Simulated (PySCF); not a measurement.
Geometry:
```
atom   x (Å)   y (Å)   z (Å)
  O1  -2.626  -1.139  -1.249
  C2  -2.740  -0.578  -0.202
  O3  -1.789  -0.011   0.530
  C4  -0.455   0.016   0.167
  C5   0.414   0.676   1.093
  C6   1.733   0.754   0.827
  C7   2.295   0.181  -0.383
  O8   3.451   0.198  -0.709
  O9   1.387  -0.440  -1.224
 C10   0.087  -0.515  -0.958
 H11  -3.694  -0.443   0.334
 H12  -0.022   1.096   1.986
 H13   2.430   1.240   1.491
 H14  -0.471  -1.035  -1.724
```

- GFN2-xTB geometry
- shielding tensors at PBE0/pcSseg-1 (GIAO)
- run in PySCF 2.14.0 with density-fitted response routines
- non-relativistic Hamiltonian, no solvent model, one conformer

References, each an isolated molecule treated in the same way: ¹³C (186.93 ppm) against TMS.

Problem. Do the ¹³C shifts follow the atomic charges (in e)? Tabulate both.

Solution. 
```csv
atoms,hybridisation,δ (ppm),σ para (ppm),Hirshfeld,IAO,Mulliken,ESP-fitted
C2,sp2,162.0,-218,+0.19,+0.40,+0.44,+0.62
C7,sp2,161.8,-220,+0.19,+0.49,+0.55,+0.86
C10,sp2,154.2,-221,+0.04,+0.05,+0.32,+0.03
C5,sp2,145.1,-211,-0.03,-0.11,+0.01,-0.06
C4,sp2,143.2,-215,+0.04,+0.10,+0.02,+0.23
C6,sp2,123.2,-193,-0.06,-0.22,-0.24,-0.50
```

Correlation coefficients of δ with charge over these carbons: Hirshfeld +0.87, IAO +0.87, Mulliken +0.96, ESP-fitted +0.89; with the paramagnetic shielding -0.93. With so few points these coefficients are fragile. Charge is one influence among several: hybridisation and low-lying excitations act through the paramagnetic term.

Shifts are as computed. Against solution values, carbons near 30 ppm lie about +3 ppm off and those near 130 ppm about +5 ppm. Of 1211 compounds with measured shifts, 218 miss one by over three times the rms of a fit or turn the order of signals round; such compounds aren't used in these exercises.
